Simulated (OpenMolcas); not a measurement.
# Ho2+ in a point-charge field

Ho2+ among 6 point charges of -1 e arranged as an octahedron (Oh), 2.81 Å from the ion.
```
   2.8100    0.0000    0.0000  -1.00
   0.0000    2.8100    0.0000  -1.00
  -2.8100    0.0000    0.0000  -1.00
   0.0000   -2.8100    0.0000  -1.00
   0.0000    0.0000    2.8100  -1.00
   0.0000    0.0000   -2.8100  -1.00
```

- Program: OpenMolcas
- Method: CASSCF
- Basis: ANO-RCC-VDZP [7s6p4d2f1g]
- Scalar Hamiltonian: DKH2, point nucleus
- Active space: 11 electrons in 7 orbitals (4f)
- State averaging: 2S+1 = 4 odd, 35 roots; 2S+1 = 2 odd, 73 roots kept (CI in the orbitals of an earlier block)
- Spin-orbit coupling: RASSI with atomic mean-field integrals over the reference wave functions

The lowest spin-free states (labels of O, the rotations of Oh), above the lowest:

```tsv
State	Degeneracy	E (cm-1)	Free-ion L (%)
4A1	1	0.0	I (100)
4T1	3	11.5	I (100)
4T2	3	20.9	I (100)
4A2	1	89.3	I (100)
4T2	3	90.6	I (100)
4E	2	91.2	I (100)
2T1	3	16509	H (100)
2T2	3	16517	H (100)
2E	2	16533	H (100)
2T1	3	16536	H (100)
4A2	1	16797	F (100)
4T2	3	16861	F (100)
4A1	1	16877	S (100)
4T1	3	16923	F (100)
2A1	1	21982	G (100)
2T1	3	21994	G (100)
2E	2	22002	G (100)
2T2	3	22030	G (100)
2T1	3	24893	K (100)
2E	2	24912	K (100)
```

The lowest levels with spin-orbit coupling:

| E (cm-1) | Degeneracy | Label | 2S+1 | J | |mJ| (%) | g |
| --- | --- | --- | --- | --- | --- | --- |
| 0.0 | 4 | Γ8 | 4 | 7.50 | 11/2 (43) |  |
| 17.7 | 4 | Γ8 | 4 | 7.50 | 7/2 (34) |  |
| 25.8 | 2 | Γ7 | 4 | 7.50 | 13/2 (40) | 6.79 6.79 6.79 |
| 80.0 | 4 | Γ8 | 4 | 7.50 | 15/2 (33) |  |
| 80.6 | 2 | Γ6 | 4 | 7.50 | 1/2 (52) | 5.99 5.99 5.99 |
| 5523 | 2 | Γ6 | 4 | 6.50 | 9/2 (69) | 5.54 5.54 5.54 |
| 5533 | 4 | Γ8 | 4 | 6.50 | 7/2 (35) |  |
| 5541 | 2 | Γ7 | 4 | 6.50 | 5/2 (45) | 3.13 3.13 3.13 |
| 5579 | 2 | Γ7 | 4 | 6.50 | 3/2 (48) | 3.86 3.86 3.86 |
| 5583 | 4 | Γ8 | 4 | 6.50 | 1/2 (42) |  |
| 9086 | 2 | Γ6 | 4 | 5.50 | 7/2 (73) | 3.59 3.59 3.59 |
| 9092 | 4 | Γ8 | 4 | 5.50 | 9/2 (41) |  |
| 9119 | 2 | Γ7 | 4 | 5.50 | 3/2 (46) | 3.57 3.57 3.57 |
| 9126 | 4 | Γ8 | 4 | 5.50 | 1/2 (44) |  |
| 11576 | 4 | Γ8 | 4 (82 %) | 4.50 | 7/2 (46) |  |
| 11620 | 4 | Γ8 | 4 (82 %) | 4.50 | 3/2 (36) |  |
| 11626 | 2 | Γ6 | 4 (82 %) | 4.50 | 1/2 (58) | 2.83 2.83 2.83 |
| 17473 | 4 | Γ8 | 4 (72 %) | 4.50 | 7/2 (45) |  |
| 17500 | 4 | Γ8 | 4 (72 %) | 4.50 | 3/2 (38) |  |
| 17513 | 2 | Γ6 | 4 (72 %) | 4.50 | 1/2 (58) | 4.50 4.50 4.50 |

Powder χT (cm3 K/mol): 8.43 at 2 K, 10.1 at 10 K, 11.2 at 50 K, 11.4 at 100 K, 11.4 at 200 K, 11.4 at 300 K. The effective moment at 300 K is 2.828 √(χT) = 9.57 μB.

Hund's rules give f11 the level 4I15/2 with g = 1.200, so an isolated free-ion multiplet has χT = g² J(J+1) / 8 = 11.475 cm3 K/mol. The computed 11.441 at 300 K differs by 0 %, through the field's splitting, the mixing of terms and any other multiplet in reach.

Stevens parameters of the J = 15/2 multiplet, which is 81 cm-1 wide (cm-1, z along the main axis): B40 = 2.489e-03, B44 = 1.245e-02, B60 = 1.857e-06, B64 = -3.899e-05.

High states are left out of the spin-orbit mixing, which shifts the levels that they would mix with. This is an electrostatic model: the charges have no orbitals. The first state left out of the spin-orbit step lies near 46000 cm-1 above the lowest spin-free state of the reference (among the parities and spins computed), and the lists stop at four fifths of that energy or lower. No measured value stands beside these numbers.
